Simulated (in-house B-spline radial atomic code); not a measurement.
RPA and G0W0 on r2SCAN0: Sb3+

Configuration [Kr] 4d10 5s2, mean-field start r2SCAN0. Computed with a B-spline radial code for spherical atoms: all electrons, scalar-relativistic (spin-free one-electron X2C), finite nucleus, each spin shell either full or empty, empty states to l = 9 with an (l + 1/2)⁻⁴ tail; G0W0 by contour deformation at full frequency.

Command:
```bash
python run_gw.py task.json out
```
Settings (radii: box in bohr, nucleus in fm):
```
Z                        51
electrons                48
configuration            [Kr] 4d10 5s2
hamiltonian              x2c
method                   r2scan0
lmax                     9
rms_radius               4.6802
spin_polarised           False
box_radius               14.14
intervals                68
ion_configuration        [Kr] 4d10 5s1
```

Cost of the run: 12 s on 1 thread of Arm Neoverse N1, with other jobs on the host.

Energies (hartree):

```json
{"term": "mean-field total", "value": "-6478.94385"}
{"term": "Hartree-Fock functional on these orbitals", "value": "-6476.24036"}
{"term": "direct second order", "value": "-4.2349"}
{"term": "second-order exchange", "value": "1.166"}
{"term": "SOSEX correction", "value": "1.0851"}
```

Question: What is the RPA correlation energy, and what remains with SOSEX?

Answer: RPA gives -3.728 hartree (-2.11 eV per electron); RPA + SOSEX gives -2.6428, and the second-order doubles -3.0689 hartree (no singles). SOSEX takes back 29 % of the RPA value.

Quasi-particle levels (eV):

```csv
level,occupied,mean field,Σx - vxc,Σc,QP weight,G0W0
5s,yes,-40.04,-1.81,?,?,?
4d,yes,-66.39,-6.78,0.80,0.921,-72.38
5p,no,-27.483,3.97,-1.45,0.960,-24.959
```

G0W0 = mean field + (Σx - vxc) + Σc, with Σc (partial-wave tail included) taken at the quasi-particle energy. Only the outer levels were computed. Levels of low weight are left out.

Question: Where does G0W0 put 5s?

Answer: At -44.09 eV, with Σc = -2.24 eV and a quasi-particle weight of 0.960. The tabulated removal energy is 43.804 ± 0.025 eV (NIST, measured); the calculation leaves out spin-orbit coupling, Breit and QED terms, and what these don't explain is the method's own error.

Question: What does it cost to remove one electron (to [Kr] 4d10 5s1) by differences of total energies, each species on its own start (correlation terms add to the Hartree-Fock functional)?

Answer: r2SCAN0 43.33 eV, Hartree-Fock functional 41.59 eV, + RPA 44.00 eV, + RPA + SOSEX 43.46 eV, + second order 44.76 eV. Tabulated: 43.804 ± 0.025 eV (NIST, measured); the calculation leaves out spin-orbit coupling, Breit and QED terms, and what these don't explain is the method's own error.
